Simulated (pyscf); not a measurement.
# HO–Ge•(OH)–OH (SMILES [OH][Ge]([OH])[OH]), doublet

Gas-phase minimum from PySCF at ωB97X-D3(BJ)/def2-SVP, one conformer. Other isomers of HO–Ge•(OH)–OH were not searched in full and may lie lower. 

```
Ge
O 1 1.7799
H 2 0.9659 1 112.67
O 1 1.7803 2 106.45 3 48.87
H 4 0.9658 1 112.71 2 165.61
O 1 1.7803 2 106.66 3 162.46
H 6 0.9659 1 112.70 2 51.04
```
Charge 0, spin multiplicity 2.

Properties at ωB97X-D3(BJ)/def2-SVP:

```
Property                                                                                                                                                                                         Value
---------------------------------------------------------------------------------------------------------------------  -------------------------------------------------------------------------------
Harmonic wavenumbers, unscaled                                                                                         78, 86, 133, 255, 257, 278, 688, 713, 713, 851, 867, 868, 3890, 3890, 3893 cm⁻¹
Zero-point energy                                                                                                                                                                        25.0 kcal/mol
Rotational symmetry number                                                                                                                                                                           3
Entropy of this conformer at 298 K and 1 atm, rigid rotor and harmonic oscillator, modes under 100 cm⁻¹ raised to 100                                                                  339.2 J/(mol K)
Dipole moment                                                                                                                                                                                   1.66 D
Spin expectation value S2                                                                                                                                                                        0.755
```

Single-point totals, which compare only within one level:

```csv
level,total energy (hartree)
ωB97X-D3(BJ)/def2-TZVP,-2304.61057
PBE/def2-TZVP,-2304.08175
r²SCAN/def2-TZVP,-2304.51533
B3LYP-D3(BJ)/def2-TZVP,-2304.68235
PBE0-D3(BJ)/def2-TZVP,-2304.13008
M06-2X/def2-TZVP,-2304.55850
ωB97M-D3(BJ)/def2-TZVP,-2304.69607
```

Soft torsions are taken as harmonic, which can shift the entropy by several J/(mol K). Elements up to Kr have no core potential and no relativistic terms here.
